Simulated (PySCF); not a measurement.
How methods differ on the excitation energy of Hg

Hg [Xe] 4f14 5d10 6s2 (1S) → Hg [Xe] 4f14 5d9 6s2 6p1 (high-spin determinant), as a difference of total energies. All numbers are calculated (PySCF 2.14, scalar relativity through the core potential, in def2-TZVPPD with the def2 core potential (60 electrons)). Correlated levels: valence and next inner shell: nothing frozen outside the core potential. The calculations carry no spin-orbit coupling.

```csv
method,excitation energy (eV)
UHF,8.740
MP2 (valence and next inner shell),10.112
SCS-MP2 (valence and next inner shell),9.983
CCSD (valence and next inner shell),9.730
CCSD(T) (valence and next inner shell),9.802
```

Problem. How much does correlation contribute at CCSD(T) (valence and next inner shell)?

Solution. 9.802 − (8.740) = 1.062 eV, measured against UHF.

The determinant of the upper state mixes LS terms, which raises its energy above the lowest term, most at the Hartree-Fock and MP2 levels.
